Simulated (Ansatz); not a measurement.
Calculated with Ansatz (gas phase, PBE0-D4/def2-TZVP geometries, no zero-point term in ΔE). CCSD(T)/CBS adds triple-zeta CCSD(T) − MP2 to the extrapolated MP2 energy (def2 sets, frozen cores). This one scheme is used for every species. DFT in def2-TZVPP. B3LYP here is the variant with VWN-RPA as its local correlation; programs differ in this. Each species was taken in one conformer, which may not be the lowest.

Consider the ligand exchange at the Si–N bond: `C=C[SiH2]N[SiH2]O` + `O[SiH](Cl)Cl` → `O[SiH2]O[SiH](Cl)Cl` + `C=C[SiH2]N`.

```csv
level,ΔE (kcal/mol)
PBE0-D4,-11.6
B3LYP-D4,-13.1
r2SCAN,-12.5
PBE0,-11.9
HF/def2-TZVPP,-16.0
CCSD(T)/def2-TZVPP,-12.5
SCS-MP2/def2-QZVPP,-13.1
CCSD/CBS(def2),-13.2
```

(1) What does CCSD(T)/CBS give? (Estimate.)

Largest T1 diagnostic among the species: 0.011.

Results:

(1) The calculation gave: -12.6 kcal/mol. The listed levels differ from it by 1.0, -0.5, 0.1, 0.7, -3.4, 0.1, -0.5, -0.6 kcal/mol.

In def2-TZVPP, CCSD(T) changes the Hartree–Fock value by +3.6 kcal/mol (the triples alone add +0.6 kcal/mol) and MP2 by +3.8 kcal/mol.
